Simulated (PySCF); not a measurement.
CHOS, SMILES [OH+]=C=S, charge +1.

Coordinates come from a B3LYP-D3(BJ)/def2-TZVP optimisation. The isomer is the one that the SMILES or the coordinates give; other isomers of the formula were not compared.

Level of theory: SMD-B3LYP/def2-SVP (PySCF).

Solvation free energies are E(SMD) − E(gas) at the gas-phase geometry, for 1 M in both phases.

Task: Rank water, dichloromethane, 1-octanol by solvation free energy, most negative first.

Result: water (-68.2 kcal/mol), 1-octanol (-62.4 kcal/mol), dichloromethane (-57.6 kcal/mol)
